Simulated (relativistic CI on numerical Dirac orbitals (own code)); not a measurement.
Line list: Electric-dipole lines, Eu¹²⁺

Computed by Dirac-Coulomb-Breit CI, KLI orbitals optimised for each configuration, model QED, unscaled Slater integrals (own radial code, finite nucleus).

Configurations in the expansion (outside the closed core [Kr]): 4d¹⁰4f³5s², 4d¹⁰4f⁵, 4d¹⁰4f⁴5s, 4d¹⁰4f²5s²5p, 4d¹⁰4f³5s5p, 4d¹⁰4f⁴5p, 4d¹⁰4f²5s5p², 4d¹⁰4f³5s5d, 4d¹⁰4f5s²5p5d, 4d¹⁰4f²5s²5d, 4d¹⁰4f⁴5d, 4d¹⁰4f³5s5f, 4d¹⁰4f5s²5p6s, 4d⁹4f⁴5s², 4d¹⁰4f⁴6s, 4d¹⁰4f²5s²6s, 4d¹⁰4f³5p6s, 4d¹⁰4f²5s²5f, 4d¹⁰4f²5s²6p, 4d¹⁰4f³5s6s, 4d¹⁰4f²5s²7s, 4d¹⁰4f5s²5f6s, 4d¹⁰4f5s²5p², 4d¹⁰5s²5p³, 4d¹⁰4f5s5p³, 4d¹⁰4f5s5p²5d, 4d¹⁰5s²5p²5d, 4d¹⁰4f5s5p²5f, 4d¹⁰4f5s²6s², 4d¹⁰5s²5p6s², 4d¹⁰4f5s5p6s², 4d¹⁰4f5s5d6s², 4d¹⁰5s²5d6s², 4d¹⁰4f5s5f6s². Double excitations out of closed p, d and f shells are left out; levels of such configurations are missing from the list, as are those of other unlisted configurations, and high levels can miss mixing partners.

```csv
λ vac (Å),Lower,Upper,A (s⁻¹),E lower (cm⁻¹),E upper (cm⁻¹)
479.71,4d¹⁰4f³5s² ⁴I°11/2 [2],4d¹⁰4f³5s5p ⁴I13/2 [376],2.30e+06,3720.8,212180.5
481.22,4d¹⁰4f³5s² ⁴I°9/2 [1],4d¹⁰4f³5s5p ⁴H7/2 [356],4.45e+06,0.0,207805.0
483.21,4d¹⁰4f³5s² ⁴I°9/2 [1],4d¹⁰4f³5s5p ⁴H7/2 [350],3.17e+06,0.0,206950.4
495.69,4d¹⁰4f³5s² ⁴I°11/2 [2],4d¹⁰4f³5s5p ⁴I13/2 [346],7.10e+06,3720.8,205461.2
497.59,4d¹⁰4f³5s² ⁴I°9/2 [1],4d¹⁰4f³5s5p ⁴G11/2 [317],1.68e+07,0.0,200968.9
498.12,4d¹⁰4f³5s² ⁴I°13/2 [3],4d¹⁰4f³5s5p ⁴L15/2 [357],2.36e+06,7607.2,208362.3
499.46,4d¹⁰4f³5s² ⁴I°15/2 [4],4d¹⁰4f³5s5p ⁴L17/2 [374],5.36e+06,11577.8,211793.6
500.49,4d¹⁰4f³5s² ⁴I°11/2 [2],4d¹⁰4f³5s5p ⁶H13/2 [336],1.31e+06,3720.8,203523.2
506.31,4d¹⁰4f³5s² ⁴I°11/2 [2],4d¹⁰4f⁴5s ⁴F9/2 [318],7.42e+05,3720.8,201227.8
523.56,4d¹⁰4f³5s² ⁴I°15/2 [4],4d¹⁰4f³5s5p ⁴K17/2 [327],5.21e+06,11577.8,202577.0
646.47,4d¹⁰4f³5s² ⁴I°9/2 [1],4d¹⁰4f⁴5s ⁴K11/2 [183],1.47e+07,0.0,154686.7
678.81,4d¹⁰4f³5s² ⁴I°13/2 [3],4d¹⁰4f⁴5s ⁴K13/2 [184],3.14e+05,7607.2,154923.3
```

Terms are leading LS components. Brackets give the number of a level in order of energy, since labels repeat. The list gives strong lines, with weight on those to low levels, without lines whose two gauges differ by over a factor of 2.5, among the lowest 400 of 8531 levels, so that lines to higher ones, which can be the strongest, are missing. Levels whose partners in the same complex of configurations lie outside the list can be far off, and so can their lines. Rates are taken at the computed energies, electric ones in the length gauge.

At this charge transitions that keep the count of f electrons are usually good to a few per cent. Terms inside the open d or f shell come out 10 to 20 % too wide with unscaled integrals. Levels and lines within the n = 5 or 6 shells can be off by up to 10 % or somewhat more, and those that change n by about 2 %, since core polarisation is missing. Levels that differ in their count of f electrons can be misplaced by several ten thousand cm⁻¹, since the correlation energy of f electrons is missing or only estimated; rates across such gaps can be off by orders of magnitude.

LS names give the leading component of a level, which can be under half, so a name can repeat, a term be missing and a line seem to break the LS rules.
